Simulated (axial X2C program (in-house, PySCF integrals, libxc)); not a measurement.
**CsH⁺: properties at the nuclei**

Computed with an in-house all-electron X2C program for linear molecules (integrals from PySCF): two-component X2C with atomic mean-field Coulomb and Gaunt terms, Gaussian nuclei, basis Cs dyall-cv3z, H dyall-v3z with contracted cores.

R = 3.521 Å (near the PBE0 minimum at charge 1 of the determinant lowest at the starting distance; the state shown can have its own minimum elsewhere).

Input and command:
```json
{"zs": [55, 1], "q": 1, "bas": ["dyall-cv3z", "dyall-v3z"], "r0": 2.64, "levels": ["PBE0", "HF", "r2SCAN", "TPSSh", "BP86"], "nst": 3}
```
```bash
python soeom.py task.json out
```

Keys: zs atomic numbers; q charge; bas basis sets; r0 starting distance in Å; levels methods; nst determinants followed.

Determinant lowest in the PBE0 search, Ω = 1/2 (⟨Sz⟩ = 0.50, ⟨Lz⟩ = 0.00 at PBE0), spin on the atoms Cs 0.01, H 0.49:

```
 level  Eeff magnitude (GV/cm)  Ws magnitude Cs (kHz)  A∥/gI Cs (MHz)  qzz Cs (a.u.)  A∥/gI H (MHz)  qzz H (a.u.)
  PBE0                    0.26                  0.351            41.5          -0.06            255          0.00
    HF                   0.195                  0.258            29.5          -0.07            250          0.00
r2SCAN                   0.433                    0.6            60.7          -0.05            256          0.00
 TPSSh                   0.267                  0.363            41.6          -0.06            254          0.00
  BP86                   0.341                  0.456            54.3          -0.03            255          0.00
```

Eeff is the effective electric field on the electron electric dipole moment in this Ω state and Ws the scalar–pseudoscalar constant of the nucleus named (defined with the proton number Z and per Ω); A∥ (defined per Ω) follows by multiplying with gI = μI/(I μN); qzz is the electric field gradient, eQq0 = 234.96 MHz × Q/barn × qzz. The operators were transformed with the bare-nucleus X2C matrices; with these basis sets, hyperfine constants and field gradients can be off by tens of per cent, and where levels differ in sign neither size nor sign is settled.

(1) With gI(1H) = 5.5857 (g factors from the IAEA table of nuclear moments by Stone), turn the PBE0 values of the first state into constants in MHz.

Each state is one determinant with collinear spin. Unrestricted Hartree–Fock can overshoot spin polarisation at the nuclei. Where Eeff spreads by more than a factor of two the levels disagree and none is to be relied on. The search compared states at one distance, so a state with another bond length can lie lower. Where a field gradient or hyperfine factor spreads by more than a factor of two over the levels, a constant derived from it is not to be relied on.

## Answers

(1) A∥(1H) = 255 × 5.5857 = 1420 MHz.
